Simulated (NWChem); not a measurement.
System: GeHBr, singlet; SMILES [GeH][Br]

```xyz
3

Ge     0.0043    -1.2001     0.0000
H     -1.5942    -1.2896     0.0000
Br     0.0190     1.1415     0.0000
```
Atoms are numbered in this order, from 1.

Level: PBE0/def2-SVP (NWChem), optimised geometry, unscaled harmonic frequencies. Low-valent species are run as closed-shell singlets; no triplet was tried in these runs. This build's default masses of Se (78.918 u) and Br (79.917 u) are each other's, which moves their modes by up to 0.6 %.

```csv
frequency (cm⁻¹),IR intensity (km/mol)
294,37.2
706,24.8
1916,330.0
```

| Item | Value |
|---|---|
| zero-point energy | 4.2 kcal/mol |
| thermal correction to the enthalpy at 298.15 K (with zero-point energy) | 6.9 kcal/mol |
| heat capacity Cv | 8.5 cal/(mol K) |
| entropy at 298.15 K and 1 atm (symmetry number 1) | 65.9 cal/(mol K) |
| dipole moment | 1.64 D |

Rigid rotor and harmonic oscillator.
